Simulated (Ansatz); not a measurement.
Cost and result for the atomization energy of C$_{2}$H$_{5}$BrSi (`C=C[SiH2]Br`) (9 atoms, 8 bonds).

Z-matrix (Å, degrees):
```
Si
C 1 1.848
Br 1 2.229 2 110.1
H 1 1.482 2 112.1 3 117.9
H 1 1.482 2 109.5 3 -118.7
C 2 1.330 1 121.7 3 117.7
H 2 1.088 1 119.3 3 -62.5
H 6 1.087 2 121.7 1 -0.8
H 6 1.086 2 122.2 1 179.3
```

The species carries charge 0 and has multiplicity 1. Correlated methods include outer-core shells of Br, which these sets cover unevenly. Scalar relativity is left out up to krypton. The structure was optimised at the PBE0-D4/def2-TZVP level. It is one conformer, not always the lowest. Program: Ansatz. All runs use 4 threads of a server CPU on a shared host. Times are those of one run each, without the atoms' runs, and a repeat can differ threefold. Electronic energies, without spin–orbit coupling; frozen cores. CCSD(T)/CBS adds CCSD(T) − MP2 in def2-TZVPP to the MP2 limit, and its time is that of the two runs behind it. T1 = 0.009. With those shells the extrapolation isn't a true limit.

CCSD(T)/CBS is a level of theory with its own doubt, some kJ/mol a heavy atom from the limit and from the frozen cores, so smaller differences don't rank the functionals.

| level | functions | wall time | atomization (kJ/mol) | difference from CCSD(T)/CBS | per bond |
| --- | --- | --- | --- | --- | --- |
| BLYP-D4/def2-TZVPP | 222 | 2.9 s | 3224.5 | -32.6 | -4.1 |
| PBE-D4/def2-TZVPP (with forces) | 222 | 3.5 s | 3288.4 | 31.3 | 3.9 |
| PBE0-D4/def2-TZVPP | 222 | 4.4 s | 3253.8 | -3.3 | -0.4 |
| BHLYP-D4/def2-TZVPP | 222 | 4.4 s | 3179.5 | -77.6 | -9.7 |
| CAM-B3LYP-D4/def2-TZVPP | 222 | 4.7 s | 3248.4 | -8.7 | -1.1 |
| r2SCAN-D4/def2-TZVPP (with forces) | 222 | 6.5 s | 3258.2 | 1.1 | 0.1 |
| r2SCANh-D4/def2-TZVPP | 222 | 7 s | 3243.9 | -13.2 | -1.7 |
| CCSD(T)/def2-SVP | 103 | 7.5 s | 3075.4 | -181.7 | -22.7 |
| B2PLYP/def2-TZVPP | 222 | 8 s | 3211.8 | -45.3 | -5.7 |
| ωB97M-V/def2-TZVPP (with forces) | 222 | 17 s | 3251.1 | -6.0 | -0.8 |
| MP2/def2-QZVPP | 423 | 29 s | 3259.5 | 2.4 | 0.3 |
| CCSD(T)/def2-TZVPP | 222 | 2.8 min | 3170.9 | -86.2 | -10.8 |
| CCSD(T)/CBS(def2) | – | 3.3 min | 3257.1 | 0.0 | 0.0 |

From BLYP to BHLYP (50 % exact exchange), in def2-TZVPP and without D4, the atomization energy moves by −28.2 kJ/mol: exact exchange takes away binding that semilocal exchange gives to molecules. In def2-TZVPP, CCSD(T) changes the Hartree–Fock value by +714.1 kJ/mol (the triples alone add +44.8 kJ/mol) and MP2 by +752.0 kJ/mol; breaking electron pairs costs correlation energy, which Hartree–Fock lacks. At CCSD(T), def2-SVP lies −181.7 kJ/mol from the extrapolated value and def2-TZVPP −86.2 kJ/mol: correlation converges slowly with the basis, and small sets miss more of it in the bonded molecule than in its fragments.
